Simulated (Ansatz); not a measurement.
FHOSn, SMILES `[OH][Sn][F]`, relaxed with RKS PBE-D4/def2-SVP in Ansatz 0.2.0 from a rough embedded geometry. The force threshold is 0.03 eV/Å; the program also tests the step.

Total charge 0; spin multiplicity 1. Sn: def2 effective core potential.

Start:

```xyz
4

O    -0.753   -0.223    0.721
Sn    0.401   -0.079   -0.814
F     1.813    1.138   -0.390
H    -1.461   -0.836    0.483
```

```
step  energy (eV)  largest force (eV/Å)  largest move (Å)
   1  -10604.3935                 2.944             0.000
   2  -10604.6861                 0.496             0.200
   3  -10604.6938                 0.074             0.015
   4  -10604.6945                 0.035             0.013
   5  -10604.6946                 0.012             0.004
```

End:

```xyz
4

O    -0.693   -0.196    0.678
Sn    0.427   -0.146   -1.006
F     1.727    1.135   -0.257
H    -1.461   -0.793    0.585
```

Hardware: 4 threads of an Arm Neoverse V2 on a shared host. Wall time 2 s, peak host memory 0.13 GiB.
